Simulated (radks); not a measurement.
Spherical quantum dot in the effective-mass picture: electrons in a parabolic well V = omega^2 r^2 / 2 with omega = 2.19, with a point charge +1 (a donor) at the centre, all in effective atomic units (hartree* = m*/eps^2 hartree, bohr* = eps/m* bohr), one dielectric constant everywhere. Method: non-relativistic Kohn-Sham, LDA (Slater exchange, Perdew-Wang correlation), spin-polarised, spherical densities; computed with a radial shooting solver with Libxc functionals. Levels are named by radial order and angular momentum (1s, 1p, 1d, 2s, ...), and open shells are averaged over m. Results are scaled to m* = 0.026 and eps = 13.8, for which hartree* = 3.715 meV and bohr* = 28.09 nm.

N = 7, configuration 1s2 1p(up 3, down 2). This is the lowest configuration that the search found. Occupied and some empty levels:

level    occupation  eigenvalue (meV)  <r> (nm)
1s up             1            28.107     21.79
1s down           1            28.313     21.76
1p up             3            35.758     30.83
1p down           2            35.976     30.88
2s up             0            41.781     32.91
2s down           0            41.929     32.98
1d up             0            42.747     36.71
1d down           0            42.941     36.79
1f up             0            49.857     41.45
1f down           0            50.020     41.54

Energy (meV): total 159.912, kinetic 55.514, external 40.254, Hartree 81.004, exchange-correlation -16.860.

Electron density:

r (nm)  n(r) (e/nm^3)
2.73       0.00007652
5.76       0.00006511
8.80       0.00005767
11.8       0.00005251
14.9       0.00004826
17.9       0.00004397
20.9       0.00003911
24.0       0.00003361
27.0       0.00002768
30.1       0.00002175
33.1       0.00001624
36.1       0.00001149
39.2        7.662e-06
42.2        4.845e-06
45.2        2.894e-06
48.3        1.631e-06
51.3        8.685e-07
54.3        4.364e-07
57.4        2.071e-07
60.4        9.291e-08
